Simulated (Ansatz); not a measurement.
BrClH2OSn (`[OH][SnH]([Cl])[Br]`), 6 atoms. Charge 0, multiplicity 1. Correlated methods include outer-core shells of Br, Sn, which these sets cover unevenly. Scalar relativity is left out up to krypton. Sn: def2 effective core potential. All runs use 4 threads of an Arm Neoverse V1 on a shared host. Correlated methods freeze the cores.

Problem. Give the basis size and wall time and peak host memory of each of these runs in Ansatz. RKS r2SCAN-D4/def2-TZVPP energy and forces; RKS r2SCANh-D4/def2-TZVPP energy; RHF-CCSD(T)/def2-SVP energy; RKS ωB97M-V/def2-SVP energy; direct RPA on PBE orbitals/def2-TZVPP energy; RKS ωB97M-V/def2-QZVPP energy; RKS r2SCAN0-D4/def2-TZVPP energy; RKS PBE0-D4/def2-QZVPP energy; RKS PBE0-D4/def2-SVP energy; RKS PBE0-D4/def2-TZVP frequencies; RKS PBE0-D4/def2-TZVP relaxation (8 steps); RHF-MP2/def2-QZVPP energy. (An estimate is asked.)

Solution. The calculation gave: Other jobs shared the machine, so times are rough.

| level | job | functions | wall time | peak host memory (GiB) |
| --- | --- | --- | --- | --- |
| RKS PBE0-D4/def2-SVP | energy | 100 | 1.3 s | 0.23 |
| direct RPA on PBE orbitals/def2-TZVPP | energy | 199 | 4.6 s | 0.45 |
| RKS r2SCAN-D4/def2-TZVPP | energy and forces | 199 | 4.8 s | 0.29 |
| RKS r2SCAN0-D4/def2-TZVPP | energy | 199 | 4.8 s | 0.68 |
| RKS r2SCANh-D4/def2-TZVPP | energy | 199 | 5.5 s | 0.66 |
| RKS ωB97M-V/def2-SVP | energy | 100 | 5.5 s | 0.34 |
| RHF-CCSD(T)/def2-SVP | energy | 100 | 6 s | 0.42 |
| RKS PBE0-D4/def2-QZVPP | energy | 358 | 8 s | 1.4 |
| RHF-MP2/def2-QZVPP | energy | 358 | 14 s | 1.5 |
| RKS ωB97M-V/def2-QZVPP | energy | 358 | 18 s | 1.6 |
| RKS PBE0-D4/def2-TZVP | relaxation (8 steps) | 178 | 32 s | 0.53 |
| RKS PBE0-D4/def2-TZVP | frequencies | 178 | 98 s | 0.54 |
